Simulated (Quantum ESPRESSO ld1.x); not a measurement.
Problem. All-electron atom: the molybdenum ion Mo32+ in [Ne]. Method: scalar-relativistic Kohn-Sham, LDA (Slater exchange, Perdew-Zunger correlation), spin-polarised, spherical densities, point nucleus; computed with ld1.x of Quantum ESPRESSO 7.5. Some entries of the table are withheld. Estimate them.

| orbital | occ. | eigenvalue (eV) | <1/r> (bohr^-1) |
|---|---|---|---|
| 1s | 2 | (1) | (2) |
| 2s | 2 | -4480.55 | 9.998 |
| 2p | 6 | (3) | 9.707 |
| 3s | 0 | (4) | 4.114 |
| 3p | 0 | -1732.02 | 4.001 |

Solution. 
(1) 1s eigenvalue (eV): -21591.5
(2) 1s <1/r> (bohr^-1): 43.52
(3) 2p eigenvalue (eV): -4207.44
(4) 3s eigenvalue (eV): -1816.07
